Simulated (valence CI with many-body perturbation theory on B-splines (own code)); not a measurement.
# E1 transitions of Tc¹¹⁺

Computed by relativistic CI+MBPT: four valence electrons over a frozen Dirac-Fock core [Ar] 3d10, radial functions for each j: 11 s, 11 p, 10 d, 8 f, 5 g, 2 h, with the one-electron correlation potential Σ1 (screened to all orders), the two-electron term Σ2, the three-electron term Σ3, Breit, model QED; selected single and double excitations, second order for the rest, scaled by the run's own slope (own B-spline code, finite nucleus).

No measured levels were compared; by estimate levels hold to about 250 cm⁻¹ or 0.2 % of their energy and the worst to 1 %, as in measured heavy ions of charge 2 to 7; those with d or f electrons hold less well. Among the levels kept, up to 630 cm⁻¹ of a level comes from second order outside the variational space, and about a tenth of that is noise between levels of different J, which matters for small intervals.

Lines 1 to 50 of 560 in falling wavelength, among levels below 1053200 cm⁻¹, chosen from the strongest by gf and those to the six lowest levels. Wavelengths and rates use the calculated energies, so an error of 700 cm⁻¹ moves a line at 1086 Å by 0.76 % and its rate by three times that or more. Electric multipoles are in the length gauge, E1 and E2 with the static RPA response of the core. Weak lines are less certain than strong ones. Lines between different terms over intervals too small for the method are left out, as are lines whose strength nearly cancels. Where a level lies close to another of its J and parity, the split of strength between their lines is uncertain. The highest levels of a list are the least certain.

Names give the largest LS component (configuration and term), which can be under half, so a name can repeat, a term be missing and a line seem to break the LS rules; names also repeat where a configuration has a term twice. Letters in brackets count levels of one name in rising energy.

```
λ vac (Å)             Upper             Lower   A (s⁻¹)  S (a.u.)
     1086  4s²4p4f ³D_1 [a]     4s²4p5s ³P°_1  4.37e+08  8.29e-01
     1049  4s²4p5p ³P_1 [b]     4s²4p5s ¹P°_1  7.88e+08  1.35e+00
     1035  4s²4p4f ³D_1 [b]     4s²4p5s ³P°_1  5.32e+08  8.74e-01
     1001      4s²4p5p ³P_2     4s²4p5s ¹P°_1  3.12e+08  7.73e-01
     1000  4s²4p5p ³P_1 [b]     4s²4p5s ³P°_2  6.67e+08  9.88e-01
    956.2      4s²4p5p ³P_2     4s²4p5s ³P°_2  1.49e+09  3.21e+00
    928.9      4s²4p5p ³P_0     4s²4p5s ³P°_1  2.00e+09  7.89e-01
    915.2      4s²4p5p ³S_1     4s²4p5s ¹P°_1  7.66e+08  8.69e-01
    908.2      4s²4p5p ³D_3     4s²4p5s ³P°_2  2.21e+09  5.72e+00
    898.1  4s²4p5p ³P_1 [a]     4s²4p5s ³P°_1  5.29e+08  5.67e-01
    886.2      4s²4p5p ³D_2     4s²4p5s ³P°_1  2.29e+09  3.93e+00
    882.5  4s²4p5p ³P_1 [a]     4s²4p5s ³P°_0  1.70e+09  1.73e+00
    877.5      4s²4p5p ³S_1     4s²4p5s ³P°_2  1.53e+09  1.53e+00
    861.0      4s²4p5p ¹D_2     4s²4p5s ¹P°_1  2.16e+09  3.40e+00
    827.6      4s²4p5p ¹D_2     4s²4p5s ³P°_2  5.38e+08  7.52e-01
    737.1      4s²4p5p ¹S_0     4s²4p5s ¹P°_1  4.17e+09  8.24e-01
    636.9       4s4p³ ⁵S°_2       4s²4p² ¹D_2  6.45e+06  4.11e-03
    565.1       4s4p³ ³D°_1       4s²4p² ¹S_0  1.63e+07  4.35e-03
    529.5       4s4p³ ⁵S°_2       4s²4p² ³P_2  7.21e+07  2.64e-02
    524.5          4p⁴ ¹D_2       4s4p³ ¹P°_1  1.06e+09  3.78e-01
    521.0   4p³4d ³F°_4 [b]  4s4p²4d ³F_4 [c]  4.65e+08  2.92e-01
    520.7          4p⁴ ³P_2       4s4p³ ³S°_1  1.19e+09  4.15e-01
    508.2       4p³4d ³G°_5  4s4p²4d ³F_4 [c]  1.93e+09  1.38e+00
    501.6       4s4p³ ⁵S°_2       4s²4p² ³P_1  8.12e+07  2.53e-02
    499.3   4p³4d ³F°_4 [a]  4s4p²4d ³D_3 [c]  7.16e+08  3.96e-01
    498.5      4s4p²4d ¹G_4     4s²4p4d ¹F°_3  8.32e+08  4.57e-01
    480.4   4p³4d ³D°_3 [c]  4s4p²4d ³P_2 [c]  8.81e+08  3.37e-01
    479.1       4s4p³ ³D°_1       4s²4p² ¹D_2  1.43e+08  2.32e-02
    475.5   4p³4d ³F°_4 [b]  4s4p²4d ³F_3 [c]  7.23e+08  3.45e-01
    475.5       4s4p³ ³D°_2       4s²4p² ¹D_2  3.37e+07  8.95e-03
    472.7   4p³4d ³F°_3 [a]  4s4p²4d ³F_3 [b]  8.32e+08  3.03e-01
    467.2   4p³4d ³F°_2 [b]  4s4p²4d ³D_1 [c]  1.20e+09  3.03e-01
    462.6   4p³4d ³F°_3 [b]  4s4p²4d ³D_2 [e]  1.01e+09  3.47e-01
    461.5   4p³4d ³D°_2 [a]  4s4p²4d ³D_2 [b]  1.60e+09  3.87e-01
    460.6   4p³4d ³F°_2 [a]  4s4p²4d ³D_2 [a]  1.45e+09  3.49e-01
    460.2       4s4p³ ³P°_1       4s²4p² ¹S_0  1.33e+08  1.92e-02
    458.2   4p³4d ³F°_3 [b]  4s4p²4d ³D_3 [e]  8.11e+08  2.69e-01
    456.7       4s4p³ ³D°_3       4s²4p² ¹D_2  6.76e+08  2.22e-01
    456.5          4p⁴ ³P_1       4s4p³ ³S°_1  2.05e+09  2.89e-01
    455.5   4p³4d ³P°_1 [b]  4s4p²4d ³P_2 [c]  2.69e+09  3.76e-01
    452.7   4p³4d ³F°_4 [b]  4s4p²4d ³F_3 [b]  7.64e+08  3.15e-01
    440.6       4p³4d ¹P°_1  4s4p²4d ¹D_2 [a]  2.19e+09  2.78e-01
    435.1   4p³4d ³F°_4 [c]  4s4p²4d ³D_3 [e]  1.34e+09  4.90e-01
    431.8   4p³4d ³D°_3 [b]  4s4p²4d ³D_3 [e]  1.02e+09  2.83e-01
    420.1          4p⁴ ³P_2       4s4p³ ³P°_2  1.41e+09  2.58e-01
    418.3          4p⁴ ¹D_2       4s4p³ ¹D°_2  6.36e+09  1.15e+00
    417.0   4p³4d ³P°_1 [a]  4s4p²4d ³D_2 [d]  4.41e+09  4.73e-01
    415.9   4p³4d ³P°_2 [b]  4s4p²4d ³D_3 [e]  1.48e+09  2.63e-01
    415.7       4s4p³ ³D°_1       4s²4p² ³P_2  1.51e+08  1.61e-02
    415.5       4p³4d ¹G°_4  4s4p²4d ³D_3 [b]  1.13e+09  3.59e-01
```
